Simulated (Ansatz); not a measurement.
FH5OSSi2 (`O[Si](F)([SiH3])S`), relaxed with RKS PBE-D4/def2-SVP in Ansatz from a rough embedded geometry. The force threshold is 0.03 eV/Å; the program also tests the step.

The species carries charge 0 and has multiplicity 1.

Start:

```xyz
10

O     1.108   -0.993    1.439
Si   -0.006   -0.102    0.708
F    -1.382   -0.441    1.419
Si   -0.191   -0.408   -1.612
S     0.510    1.918    1.190
H     1.181   -0.947    2.405
H    -1.165    0.487   -2.196
H     1.139   -0.146   -2.262
H    -0.543   -1.837   -1.881
H    -0.651    2.469    0.791
```

```csv
step,energy (eV),largest force (eV/Å),largest move (Å)
1,-31409.6559,2.144,0.000
2,-31409.8126,1.065,0.194
3,-31409.8782,0.392,0.115
4 (rejected),-31409.8755,0.818,0.172
5,-31409.8977,0.091,0.086
6,-31409.8994,0.066,0.045
7,-31409.9007,0.097,0.069
8,-31409.9016,0.150,0.059
9,-31409.9024,0.140,0.050
10,-31409.9029,0.079,0.042
11,-31409.9030,0.067,0.011
12,-31409.9031,0.036,0.026
13,-31409.9033,0.008,0.007
```

End:

```xyz
10

O     1.076   -1.076    1.355
Si   -0.035   -0.034    0.683
F    -1.531   -0.249    1.334
Si   -0.138   -0.486   -1.609
S     0.540    1.997    1.153
H     1.316   -0.893    2.282
H    -1.141    0.445   -2.233
H     1.214   -0.231   -2.216
H    -0.552   -1.908   -1.874
H    -0.750    2.435    1.124
```

Hardware: 4 threads of an Arm Neoverse V2 on a shared host. Wall time 14 s, peak host memory 0.16 GiB.
